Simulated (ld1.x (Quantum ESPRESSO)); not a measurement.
**What one change does to a pseudopotential (tellurium, TM)**

| Item | Value |
| --- | --- |
| Element | tellurium |
| Generator | ld1.x (Quantum ESPRESSO) 7.5 |
| Type | norm-conserving Troullier–Martins (Kleinman–Bylander form) |
| Functional | PBE |
| Relativity | scalar-relativistic |
| Frozen core | [Kr] |
| Valence charge | 16 |
| Reference configuration | 4d10 5s2 5p4 |
| Partial waves | 5s (bound): rc 1.60 bohr; 5p (bound): rc 1.60 bohr; 4d (bound): rc 1.30 bohr; 4f channel at 0.25 Ry: rc 1.35 bohr |
| Local potential | the f channel |
| Core correction | a·sin(br)/r model core inside 0.85 bohr |

Change: all radii but the core radius scaled by about 1.24 (s 1.98, p 1.98, d 1.62, f 1.68 bohr).

Cutoffs: the cutoffs (Ry, on a coarse ladder) from which the occupation-weighted sum of valence levels, in a spherical-Bessel basis at the reference potential, stays within 10 and 1 mRy of its value at 400 Ry; they do not see the model core or the augmentation charge, which bear on the density cutoff. Errors are all-electron minus pseudo energies relative to the spin-unpolarised reference configuration.

What does the change do?

The potential gets softer (110 Ry and 180 Ry → 90 Ry and 140 Ry); both files keep a bound ghost (p, s); the number of tests that count goes from 6 to 7; of the 6 tests that both files solve, the error grows in 2 and shrinks in 3 by more than 15 % and 0.3 meV (median size 3.5 → 2.0 meV). A larger radius leaves more room for a smooth pseudo-wave, so fewer plane waves are needed.

```tsv
quantity	base	changed
cutoff, loose	110 Ry	90 Ry
cutoff, tight	180 Ry	140 Ry
loose cutoff by channel (10 mRy a level)	s 25 Ry, p 40 Ry, d 90 Ry	s 18 Ry, p 6 Ry, d 80 Ry
bound ghosts	s, p	s, p
tests counted (converged, no solver errors)	6 of 7	7 of 7
error for 4d10 5s2 5p3, meV [ΔE 9.73 eV]	+0.9	-1.1
error for 4d10 5s2 5p2, meV [ΔE 27.65 eV]	+10	-0.4
error for 4d10 5s2 5p1, meV [ΔE 54.55 eV]	+32	+2.4
error for 4d10 5s1 5p5, meV [ΔE 9.25 eV]	-0.8	-3.5
error for 4d10 5s1 5p4, meV [ΔE 19.57 eV]	+4.2	-1.7
error for 4d10 5s0 5p6, meV [ΔE 18.70 eV]	-2.7	-13
```

Base: Tests not counted: 4d9 5s2 5p4 (solver errors, printed error -2551 eV). A true bound ghost makes a file unfit for plane-wave use even where its test errors are small: the radial tests pick states by their node count and pass the ghost by. Where a test does run into it, the solver fails or the error is huge.
